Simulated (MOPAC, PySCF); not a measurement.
DCNQI `N#CN=C1C=CC(=NC#N)C=C1`, neutral singlet in the gas phase. 

Cartesian coordinates (Å):
```xyz
16

N     -4.6592     0.0288     0.2193
C     -3.6021     0.5236     0.1579
N     -2.4584     1.1846     0.0886
C     -1.3018     0.5790     0.0481
C     -0.1086     1.4158    -0.0275
C      1.1279     0.8711    -0.0733
C      1.3018    -0.5790    -0.0481
N      2.4584    -1.1846    -0.0887
C      3.6021    -0.5236    -0.1577
N      4.6592    -0.0288    -0.2189
C      0.1086    -1.4158     0.0275
C     -1.1279    -0.8711     0.0733
H     -0.2684     2.4953    -0.0451
H      2.0230     1.4947    -0.1299
H      0.2684    -2.4953     0.0447
H     -2.0230    -1.4947     0.1298
```
Charge 0, multiplicity 1.

All levels are single points at this geometry (B3LYP-D3(BJ)/def2-SVP); Pople sets use spherical d functions. Orbital energies aren't observables, and empty levels follow the basis.

SVWN5/6-31G* in PySCF gives HOMO (eV) = -7.19.

Task: Estimate the HOMO (eV) from each of these levels: B3LYP-D3(BJ)/def2-SVP in PySCF; PBE-D3(BJ)/def2-SVP in PySCF; B3LYP/3-21G in PySCF; B3LYP/6-311+G** in PySCF; B3LYP/6-31G* in PySCF; PBE/6-31G* in PySCF; HF/3-21G in PySCF; PM7 in MOPAC.

Result: 
| level | HOMO (eV) |
|---|---|
| B3LYP-D3(BJ)/def2-SVP in PySCF | -7.89 |
| PBE-D3(BJ)/def2-SVP in PySCF | -7.14 |
| B3LYP/3-21G in PySCF | -7.68 |
| B3LYP/6-311+G** in PySCF | -8.10 |
| B3LYP/6-31G* in PySCF | -7.72 |
| PBE/6-31G* in PySCF | -7.01 |
| HF/3-21G in PySCF | -9.95 |
| PM7 in MOPAC | -10.75 |
